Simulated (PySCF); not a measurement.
Geometry (Å), atoms numbered from 1 in this order:
```xyz
25

C     0.0355   -2.0275    1.0393
P     0.4880   -0.5741    0.2766
C     2.2274    0.0484   -0.1102
C     2.4325    1.3879   -0.8053
C    -0.2467    0.8216    1.2102
C    -1.7502    0.6048    1.3289
P    -2.5594    0.8400   -0.3311
C    -1.8462   -0.6691   -1.1551
C    -0.3458   -0.4932   -1.3536
H     0.4305   -2.0698    2.0546
H     0.3689   -2.8881    0.4590
H     2.7386    0.0447    0.8609
H     2.6780   -0.7578   -0.7030
H     2.0255    2.2048   -0.2153
H     3.4982    1.5679   -0.9386
H     1.9648    1.3985   -1.7862
H     0.2238    0.8450    2.1992
H    -0.0297    1.7639    0.6990
H    -2.1862    1.3308    2.0219
H    -1.9463   -0.4061    1.6976
H    -3.7672    0.2294    0.0290
H    -2.0327   -1.5523   -0.5376
H    -2.3466   -0.7938   -2.1202
H    -0.1277    0.4648   -1.8342
H     0.0621   -1.2965   -1.9766
```

[PySCF: σ from GIAO-PBE0/pcSseg-1; GFN2-xTB structure; one computed conformer; rapidly exchanging positions averaged; isolated molecule; non-relativistic]

**Question.** List the cross peaks expected in HSQC, COSY and HMBC spectra.

**Answer.** 

HSQC (one-bond C–H):
| δH | δC |
| --- | --- |
| 4.23 (H20/H22) | 16.7 (C6/C8) |
| 1.87 (H18/H24) | 22.9 (C5/C9) |
| 1.82 (H17/H25) | 22.9 (C5/C9) |
| 1.39 (H19/H23) | 16.7 (C6/C8) |
| 1.37 (H12/H13) | 38.3 (C3) |
| 1.10 (H14/H15/H16) | 10.2 (C4) |
| -0.74 (H10/H11) | -9.7 (C1) |

COSY cross peaks (H two or three bonds apart, from the bond graph; peaks can be absent where the dihedral angle is near 90°):
| δH | δH |
| --- | --- |
| 4.23 (H20/H22) | 3.79 (H21) |
| 4.23 (H20/H22) | 1.87 (H18/H24) |
| 4.23 (H20/H22) | 1.82 (H17/H25) |
| 4.23 (H20/H22) | 1.39 (H19/H23) |
| 3.79 (H21) | 1.39 (H19/H23) |
| 1.87 (H18/H24) | 1.82 (H17/H25) |
| 1.87 (H18/H24) | 1.39 (H19/H23) |
| 1.82 (H17/H25) | 1.39 (H19/H23) |
| 1.37 (H12/H13) | 1.10 (H14/H15/H16) |

HMBC (two and three bonds, from the bond graph):
| δH | δC |
| --- | --- |
| 4.23 (H20/H22) | 22.9 (C5/C9), 16.7 (C6/C8) |
| 3.79 (H21) | 22.9 (C5/C9), 16.7 (C6/C8) |
| 1.87 (H18/H24) | 38.3 (C3), 22.9 (C5/C9), 16.7 (C6/C8), -9.7 (C1) |
| 1.82 (H17/H25) | 38.3 (C3), 22.9 (C5/C9), 16.7 (C6/C8), -9.7 (C1) |
| 1.39 (H19/H23) | 22.9 (C5/C9), 16.7 (C6/C8) |
| 1.37 (H12/H13) | 22.9 (C5/C9), 10.2 (C4), -9.7 (C1) |
| 1.10 (H14/H15/H16) | 38.3 (C3) |
| -0.74 (H10/H11) | 38.3 (C3), 22.9 (C5/C9) |

δ = σ(ref) − σ, references computed at the same level: ¹H and ¹³C against TMS.

Short H···H contacts in this conformer between protons four or more bonds apart (candidates for NOE cross peaks, intensity ∝ r⁻⁶): H16···H24 2.29 Å.

Shifts are as computed. Against solution values, carbons near 30 ppm lie about +3 ppm off and those near 130 ppm about +5 ppm. Of 1211 compounds with measured shifts, 218 miss one by over three times the rms of a fit or turn the order of signals round; such compounds aren't used in these exercises.
